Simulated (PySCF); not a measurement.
SiBrCl₂, SMILES Cl[Si](Cl)Br, multiplicity 2.

Coordinates come from a B3LYP-D3(BJ)/def2-SVP optimisation.

Computed with SMD-ωB97X/6-31G* in PySCF.

Solvation free energies are E(SMD) − E(gas) at the gas-phase geometry, for 1 M in both phases. Bromine has the revised SMD18 radius of 2.60 Å. In vacuum the dipole moment is 0.97 D.

Computed solvation free energies in water, chlorobenzene, diethylether:
```csv
solvent,ΔG(solv) (kcal/mol),its non-electrostatic (CDS) part,dipole (D)
water,-0.8,0.4,1.27
chlorobenzene,-4.8,-3.9,1.19
diethylether,-4.8,-4.0,1.16
```
